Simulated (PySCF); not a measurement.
C$_{2}$H$_{6}$BFO (SMILES CCB(O)F), singlet, geometry from GFN2-xTB; PySCF with DF-CAMB3LYP/def2-TZVPD.

Input for PySCF:
```python
from pyscf import gto, scf, dft

mol = gto.M(
    atom='''
B     0.185691    0.271079    0.529985
F     0.688120    0.130659    1.757911
C    -0.041960   -1.039827   -0.350507
C    -0.621204   -0.786094   -1.744513
H    -0.700787   -1.721309    0.192832
H     0.908250   -1.570142   -0.448248
H     0.042300   -0.150003   -2.328314
H    -1.595059   -0.303831   -1.675950
H    -0.748234   -1.721813   -2.283986
O    -0.076422    1.529078    0.168746
H    -0.437638    1.658679   -0.707305
''',
    basis='def2-tzvpd',
    charge=0,
    spin=0,
    verbose=4,
    max_memory=1800,
)

mf = dft.RKS(mol)
mf.xc = 'camb3lyp'
mf = mf.density_fit(auxbasis='def2-universal-jkfit')
mf.kernel()
```

Output, abridged:

```
PySCF version 2.14.0

[INPUT] verbose = 4
[INPUT] num. atoms = 11
[INPUT] num. electrons = 40
[INPUT] charge = 0
[INPUT] spin (= nelec alpha-beta = 2S) = 0
[INPUT] symmetry False subgroup None
[INPUT] Mole.unit = angstrom
[INPUT] Symbol           X                Y                Z      unit          X                Y                Z       unit  Magmom
[INPUT]  1 B      0.185691000000   0.271079000000   0.529985000000 AA    0.350905133797   0.512265068121   1.001526500128 Bohr   0.0
[INPUT]  2 F      0.688120000000   0.130659000000   1.757911000000 AA    1.300358340836   0.246909725710   3.321970341360 Bohr   0.0
[INPUT]  3 C     -0.041960000000  -1.039827000000  -0.350507000000 AA   -0.079292908187  -1.964988246928  -0.662362234743 Bohr   0.0
[INPUT]  4 C     -0.621204000000  -0.786094000000  -1.744513000000 AA   -1.173905427484  -1.485502368164  -3.296651790743 Bohr   0.0
[INPUT]  5 H     -0.700787000000  -1.721309000000   0.192832000000 AA   -1.324295501656  -3.252802585749   0.364399668052 Bohr   0.0
[INPUT]  6 H      0.908250000000  -1.570142000000  -0.448248000000 AA    1.716343752636  -2.967138356677  -0.847065955884 Bohr   0.0
[INPUT]  7 H      0.042300000000  -0.150003000000  -2.328314000000 AA    0.079935415069  -0.283464587863  -4.399875791991 Bohr   0.0
[INPUT]  8 H     -1.595059000000  -0.303831000000  -1.675950000000 AA   -3.014224662523  -0.574157378153  -3.167086498465 Bohr   0.0
[INPUT]  9 H     -0.748234000000  -1.721813000000  -2.283986000000 AA   -1.413957337088  -3.253755007716  -4.316108012341 Bohr   0.0
[INPUT] 10 O     -0.076422000000   1.529078000000   0.168746000000 AA   -0.144416649892   2.889538643098   0.318883724616 Bohr   0.0
[INPUT] 11 H     -0.437638000000   1.658679000000  -0.707305000000 AA   -0.827015961702   3.134449038567  -1.336612736535 Bohr   0.0

nuclear repulsion = 168.746758989437
number of shells = 97
number of NR pGTOs = 332
number of NR cGTOs = 245
basis = def2-tzvpd
ecp = {}

******** <class 'pyscf.df.df_jk.DFRKS'> ********
method = DFRKS
initial guess = minao
damping factor = 0
level_shift factor = 0
DIIS = <class 'pyscf.scf.diis.CDIIS'>
diis_start_cycle = 1
diis_space = 8
diis_damp = 0
SCF conv_tol = 1e-09
SCF conv_tol_grad = None
SCF max_cycles = 50
direct_scf = False
XC library pyscf.dft.libxc version 7.1.2
    S. Lehtola, C. Steigemann, M. J. T. Oliveira, and M. A. L. Marques,  SoftwareX 7, 1–5 (2018)
XC functionals = camb3lyp
    T. Yanai, D. P. Tew, and N. C. Handy,  Chem. Phys. Lett. 393, 51 (2004)
radial grids:
    Treutler-Ahlrichs [JCP 102, 346 (1995); DOI:10.1063/1.469408] (M4) radial grids

becke partition: Becke, JCP 88, 2547 (1988); DOI:10.1063/1.454033
pruning grids: <function nwchem_prune>
grids dens level: 3
symmetrized grids: False
atomic radii adjust function: <function treutler_atomic_radii_adjust>
small_rho_cutoff = 0
Set gradient conv threshold to 3.16228e-05
Initial guess from minao.
tot grids = 129480
******** <class 'pyscf.df.df.DF'> ********
auxbasis = def2-universal-jkfit
Create RSH-DF object <pyscf.df.df.DF object> for omega=0.33
******** <class 'pyscf.df.df.DF'> ********
auxbasis = auxmol.basis = def2-universal-jkfit
init E= -280.317454091086
  HOMO = -0.369448186624556  LUMO = -0.0134250574824485  gap/eV = 9.68788
cycle= 1 E= -279.765326223799  delta_E= 0.552  |g|= 0.808  |ddm|= 2.55
  HOMO = -0.307805889939437  LUMO = 0.0139721200473417  gap/eV = 8.75603
cycle= 2 E= -279.723092380086  delta_E= 0.0422  |g|= 1.01  |ddm|= 1.98
  HOMO = -0.378247437064715  LUMO = 0.0100703756483327  gap/eV = 10.56667
cycle= 3 E= -279.879395494782  delta_E= -0.156  |g|= 0.0584  |ddm|= 0.913
  HOMO = -0.387855710161073  LUMO = 0.011232843471376  gap/eV = 10.85975
cycle= 4 E= -279.879984194653  delta_E= -0.000589  |g|= 0.031  |ddm|= 0.0794
  HOMO = -0.384136913678873  LUMO = 0.0117273293318156  gap/eV = 10.77201
cycle= 5 E= -279.880192508305  delta_E= -0.000208  |g|= 0.006  |ddm|= 0.0406
  HOMO = -0.38430519223752  LUMO = 0.0116433845052484  gap/eV = 10.77431
cycle= 6 E= -279.88019791435  delta_E= -5.41e-06  |g|= 0.00278  |ddm|= 0.00712
  HOMO = -0.384472080535247  LUMO = 0.0115964922707974  gap/eV = 10.77757
cycle= 7 E= -279.880199087424  delta_E= -1.17e-06  |g|= 0.000525  |ddm|= 0.00236
  HOMO = -0.384448024237475  LUMO = 0.0116092484499255  gap/eV = 10.77727
cycle= 8 E= -279.880199157496  delta_E= -7.01e-08  |g|= 7.15e-05  |ddm|= 0.000922
  HOMO = -0.384446077315072  LUMO = 0.0116066041127567  gap/eV = 10.77714
cycle= 9 E= -279.880199159652  delta_E= -2.16e-09  |g|= 1.84e-05  |ddm|= 0.000189
  HOMO = -0.384448193637752  LUMO = 0.0116070290708841  gap/eV = 10.77721
cycle= 10 E= -279.880199159789  delta_E= -1.37e-10  |g|= 5.89e-06  |ddm|= 5.41e-05
  HOMO = -0.384447337586391  LUMO = 0.0116068580604676  gap/eV = 10.77718
Extra cycle  E= -279.880199159792  delta_E= -3.3e-12  |g|= 5.68e-06  |ddm|= 1.18e-05
converged SCF energy = -279.880199159792
```
